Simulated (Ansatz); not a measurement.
Species: cyclo[30]carbon `c1c#cc#cc#cc#cc#cc#cc#cc#cc#cc#cc#cc#cc#cc#cc#1` (charge 0, multiplicity 1).

### Question
Give a relaxed geometry from Ansatz (a first-principles code) with CAM-B3LYP-D3(BJ)/def2-SVP.

### Answer
the end point of this relaxation (outside a Z-matrix the atoms follow the SMILES, hydrogens last).
Cartesian coordinates (Å) in one orientation:
```xyz
30

C     -6.034     1.280    -0.002
C     -5.606     2.569    -0.002
C     -4.988     3.628    -0.002
C     -4.075     4.633    -0.003
C     -3.081     5.351    -0.002
C     -1.839     5.901    -0.001
C     -0.640     6.152     0.000
C      0.719     6.148     0.001
C      1.916     5.887     0.002
C      3.155     5.329     0.004
C      4.141     4.601     0.005
C      5.043     3.586     0.006
C      5.646     2.519     0.006
C      6.056     1.224     0.005
C      6.173     0.004     0.005
C      6.022    -1.346     0.003
C      5.635    -2.509     0.002
C      4.950    -3.682     0.000
C      4.126    -4.589    -0.001
C      3.024    -5.384    -0.002
C      1.902    -5.878    -0.003
C      0.573    -6.158    -0.004
C     -0.652    -6.152    -0.004
C     -1.980    -5.866    -0.003
C     -3.097    -5.362    -0.003
C     -4.192    -4.557    -0.002
C     -5.005    -3.640    -0.001
C     -5.675    -2.459    -0.001
C     -6.042    -1.289    -0.001
C     -6.173     0.063    -0.001
```
